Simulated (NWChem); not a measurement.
## H2BI

SMILES: IB
```xyz
4

B      0.0000     0.0000    -1.8499
H     -1.0717     0.0000    -2.4113
H      1.0717     0.0000    -2.4113
I      0.0000     0.0000     0.2655
```
Charge 0, spin multiplicity 1.

Program: NWChem. The geometry was optimised at PBE/def2-SVP with def2 effective core potentials on I, a minimum by its harmonic frequencies.

Symmetry labels belong to the abelian group C2v used in the runs, with the axes of the coordinates shown.

Effective core potentials replace the inner electrons of I; spin-orbit coupling is left out. The structure started from a generated list of species.

### Question
List the lowest 4 singlet excitations that TDA-CAM-B3LYP/def2-SVPD with def2 effective core potentials on I gives, with oscillator strengths.

### Answer
```json
[
 {"state": "1", "symmetry": "a2", "energy (eV)": "3.98", "wavelength (nm)": "312", "f": "0.000"},
 {"state": "2", "symmetry": "a1", "energy (eV)": "5.50", "wavelength (nm)": "225", "f": "0.133"},
 {"state": "3", "symmetry": "b2", "energy (eV)": "5.87", "wavelength (nm)": "211", "f": "0.000"},
 {"state": "4", "symmetry": "b1", "energy (eV)": "6.39", "wavelength (nm)": "194", "f": "0.011"}
]
```
